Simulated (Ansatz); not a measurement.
Computed with Ansatz on PBE0-D4/def2-TZVP structures; ΔE is electronic, products minus reactants. CCSD(T)/CBS adds triple-zeta CCSD(T) − MP2 to the extrapolated MP2 energy (def2 sets, frozen cores). This one scheme is used for every species, atoms too. For atomizations the MP2-based limit and the directly extrapolated one differ by several kJ/mol either way, and by 10 to 25 for some Ge, Se and Sn compounds, so smaller differences from it don't rank the levels. Functionals use def2-TZVPP. Open shells (•) are unrestricted, without spin–orbit coupling. Spin–orbit coupling would lower the free atoms: a little for C, F; clearly for Ga. Bonds to Ga are less sure, by a few kJ/mol each and by 10 to 20 or more in all where they break to atoms, as the def2 sets lack core-valence functions. Scalar relativity is left out up to krypton. One conformer a species, not always the lowest.

Reaction (atomization): `C[N](C)[Ga]([F])[N](C)C` → 4 C• + F• + Ga• + 12 H• + 2 N•

| level | ΔE (kJ/mol) |
| --- | --- |
| PBE | 7557.0 |
| r2SCAN | 7433.3 |
| r2SCAN0 | 7326.8 |
| MP2/def2-SVP | 7174.2 |

Task: What does CCSD(T)/CBS give? (Best estimate.)

Result: Computed: +7458.1 kJ/mol. The listed levels differ from it by 98.9, -24.8, -131.3, -283.9 kJ/mol.

Largest T1 diagnostic among the species: 0.013.

The D4 term adds +73.8 kJ/mol with B3LYP and +39.5 kJ/mol with PBE0; it sums over pairs of atoms, weighted by their polarisabilities, and B3LYP, whose exchange is more repulsive, gets the larger term. From PBE to PBE0 (25 % exact exchange), in def2-TZVPP and without D4, ΔE moves by −125.8 kJ/mol: exact exchange takes away binding that semilocal exchange gives to molecules.

B3LYP here is the variant with VWN-RPA as its local correlation; programs differ in this.
